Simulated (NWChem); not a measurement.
## Correlation energy of Br (+1)

SMILES: [Br+]
```xyz
1

Br     0.0000     0.0000     0.0000
```
Charge +1, spin multiplicity 3.

All runs are NWChem calculations.

Basis set: def2-QZVP. Each correlation energy counts from its own Hartree-Fock reference.

The Hamiltonian is non-relativistic. The correlated methods keep 9 core orbitals frozen. No SCF solution was tested for a lower state. Open-shell Hartree-Fock references start from PBE0 orbitals. No row is a measurement; the coupled-cluster row has its own basis-set and correlation limits.

```csv
method,correlation energy (mHa)
CCSD[T] on ROHF,-301.5
CCSD[T] on UHF,___
CCSD on UHF,___
SCS-UMP2,-261.8
CCSD(T) on UHF,-295.3
CCSD on ROHF,-293.9
CCSD(T) on ROHF,-301.3
UMP2,___
```

### Question
Fill in the missing entries.

### Answer

- CCSD[T] on UHF, correlation energy (mHa): -295.6
- CCSD on UHF, correlation energy (mHa): -288.4
- UMP2, correlation energy (mHa): -281.7
